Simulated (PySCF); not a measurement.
A calculated (TPSSh, PySCF 2.14, aug-cc-pwCVTZ-DK3, scalar relativity by spin-free X2C-1e) atom or ion has these occupied shells.

| shell | electrons | orbital energy (eV) | rms radius, mean of both spins (bohr) |
| --- | --- | --- | --- |
| 1s | 2 | -85393.8 | 0.0184 |
| 2s | 2 | -15243.9 | 0.0743 |
| 2p | 6 | -13181.7 | 0.0683 |
| 3s | 2 | -3671.8 | 0.189 |
| 3p | 6 | -3073.0 | 0.192 |
| 3d | 10 | -2421.8 | 0.176 |
| 4s | 2 | -847.55 | 0.416 |
| 4p | 6 | -649.50 | 0.444 |
| 4d | 10 | -408.59 | 0.473 |
| 5s | 2 | -162.33 | 0.934 |
| 4f | 14 | -145.90 | 0.513 |
| 5p | 6 | -107.95 | 1.07 |
| 5d | 10 | -45.090 | 1.44 |

**Question.** Name the element and its charge.

**Answer.** Tl³⁺ (thallium, charge +3), in [Xe] 4f14 5d10, closed-shell 1S.
